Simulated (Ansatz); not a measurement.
Ansatz (a program for electronic structure) input (BHLYP/def2-TZVPD):

Ansatz 0.2 input:
```yaml
crystal:
  periodic: [false, false, false]
  atoms:
    - {symbol: Al, position_ang: [-0.00000000, -0.00000000, -2.06753599]}
    - {symbol: I, position_ang: [0.00000000, 0.00000000, 0.50713147]}
basis:
  gaussian:
    orbitals: def2-TZVPD
hamiltonian:
  xc: {name: BHLYP}
total_charge: -1
magnetization: {spin_polarized: true, initial_magnetization: 1}
```

End of the output:

```
integrals: 0.03 GiB planned
804 factors; their error is unknown
mean field: 0.40 GiB planned
mean field evaluation 1: about -14696.7451 eV, gradient 1.2e1 eV
mean field evaluation 2: about -14697.2904 eV, gradient 1.1e1 eV
mean field evaluation 4: about -14697.7944 eV, gradient 3.8e-1 eV
mean field evaluation 8: about -14698.3050 eV, gradient 5.8e-2 eV
mean field evaluation 16: about -14698.3051 eV, gradient 3.6e-4 eV
mean field -14698.30510168 eV, -540.1527496177 hartree, gradient 1.4e-5 eV, S^2 0.759152; 2 other end points of the search recorded, 0 dependent functions left out
reference -14698.30522057 eV, -540.1527539868 hartree; 20, 19 occupied and 82, 83 virtual orbitals, 804 factors
Total energy: -14698.30522057 eV, -540.1527539868 hartree
```

This state (charge -1, doublet) is run at the relaxed geometry of the species with charge 0 and multiplicity 1.
